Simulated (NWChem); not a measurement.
## Atomisation of F₃Ge

```
Ge
F 1 1.7534
F 1 1.7534 2 106.53
F 1 1.7534 2 106.55 3 113.47
```
Charge 0, spin multiplicity 2.

All runs are NWChem calculations. Structure: optimised with UPBE/def2-SVP, a minimum by its harmonic frequencies.

Basis set: def2-TZVP. The atomisation energy is electronic alone: no zero-point, thermal, spin-orbit or counterpoise terms. No value is extrapolated to the basis-set limit. Free atoms are single determinants with multiplicities F 2, Ge 3.

The Hamiltonian is non-relativistic. The structure started from a generated list of species. The unpaired electrons of the parent sit in orbitals of symmetry a' (Cs labels of the run); other states weren't searched. No SCF solution was tested for a lower state. Open-shell Hartree-Fock references start from PBE0 orbitals.

Task: Order these methods by the atomisation energy they give, lowest first: PBE, PBE0, r2SCAN, HF, BHandHLYP.

Result: HF (217.6 kcal/mol), BHandHLYP (298.7 kcal/mol), PBE0 (322.1 kcal/mol), r2SCAN (334.3 kcal/mol), PBE (343.2 kcal/mol)
